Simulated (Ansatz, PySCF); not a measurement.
Reaction (SMILES): C[SiH](C)[SiH3] -> [SiH3] (SiH3) + C[SiH]C (the Si-Si bond at the site shown breaks; other sites are not compared here)
Geometries: B3LYP-D3(BJ)/def2-TZVP minima from Ansatz (a first-principles code). Frequencies are from Ansatz or PySCF.
Geometry of the first species:
```
Si
H 1 1.4887
C 1 1.8823 2 108.96
H 3 1.0914 1 111.28 2 59.05
H 3 1.0920 4 107.92 1 -121.84
H 3 1.0923 4 107.97 5 -116.44
C 1 1.8823 2 108.96 3 -120.80
H 7 1.0914 1 111.28 2 -59.05
H 7 1.0920 8 107.92 1 121.84
H 7 1.0923 8 107.97 9 116.44
Si 1 2.3472 2 108.02 3 119.60
H 11 1.4856 1 111.33 2 60.35
H 11 1.4856 12 108.09 1 122.58
H 11 1.4869 12 107.77 13 116.22
```

Quantity: bond dissociation energy (enthalpy at 298 K, with B3LYP-D3(BJ) rigid-rotor harmonic-oscillator terms), in eV. Cores are frozen in the correlated levels unless marked. Open shells are spin-unrestricted. Spin-orbit coupling is left out. No relativistic terms. CBS(X,Y): correlation extrapolated as X^-3; Hartree-Fock from the larger set.

Level to compare with: CCSD(T)/CBS(cc-pV(T+d)Z,cc-pV(Q+d)Z) (Ansatz), 3.38 eV. It is a level with limits of its own, and the differences hold the functionals' basis error too.

Task: Rank these functionals by how close they come to CCSD(T)/CBS(cc-pV(T+d)Z,cc-pV(Q+d)Z), closest first: BLYP/def2-TZVPD (Ansatz); HSE06/def2-TZVPD (Ansatz); wB97M-V/def2-TZVPD (Ansatz).

Result: wB97M-V/def2-TZVPD (range-separated hybrid meta-GGA with VV10, 3.41 eV, difference 0.03), HSE06/def2-TZVPD (screened hybrid, 3.17 eV, difference -0.21), BLYP/def2-TZVPD (GGA, 2.95 eV, difference -0.43)
